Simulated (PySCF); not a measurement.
I3Zr (SMILES [I][Zr]([I])[I]), doublet, geometry from GFN2-xTB (such geometries of metal compounds can be far from the true shape) (the multiplicity is a formal guess) (core potentials on I, Zr). Base run: DF-M06/def2-SV(P) in PySCF.

The PySCF input:
```python
from pyscf import gto, scf, dft

mol = gto.M(
    atom='''
Zr   -0.36838690    0.35251267    0.73412604
I    -1.91094093   -1.65624311   -0.43739609
I     0.06579663    2.21046464   -1.30217845
I     2.12317215   -0.82026883    1.18551715
''',
    basis='def2-sv(p)',
    ecp={'I': 'def2-sv(p)', 'Zr': 'def2-sv(p)'},
    spin=1,
    verbose=4,
)

mf = dft.UKS(mol)
mf.xc = 'm06'
mf = mf.density_fit(auxbasis='def2-universal-jkfit')
mf.kernel()
mf.analyze()
```

The base run was repeated with changes; each row names its change, and settings that it needs were set with it.

```
change                                     ΔE vs base (mEh)  grid points  electrons on the grid        outcome
-----------------------------------------  ----------------  -----------  ---------------------  -------------
base                                                  0.000        88264               87.00000      converged
grids.becke_scheme = stratmann                        0.007        88264               87.00000      converged
grids.level = 0                                     -44.816        11336               87.00019      converged
grids.prune = dft.gen_grid.sg1_prune                      -            -                      -  input refused
grids.radi_method = mura_knowles                      0.001        76760               87.00000      converged
grids.atom_grid = (150, 974)                          0.011       286872               87.00000      converged
grids.level = 1                                       0.146        32288               87.00025      converged
grids.prune = dft.gen_grid.treutler_prune            -0.224        88264               87.00000      converged
grids.level = 7                                       0.011       363368               87.00000      converged
grids.atom_grid = (50, 194)                          -3.473        24880               87.00026      converged
grids.level = 4                                       0.008       127624               87.00000      converged
```

Open shells are given as the SCF converged; they aren't shown to be the lowest states, and a large step between rows can be another state.

- grids.prune = dft.gen_grid.sg1_prune: ended with `IndexError: index 40 is out of bounds for axis 0 with size 19`
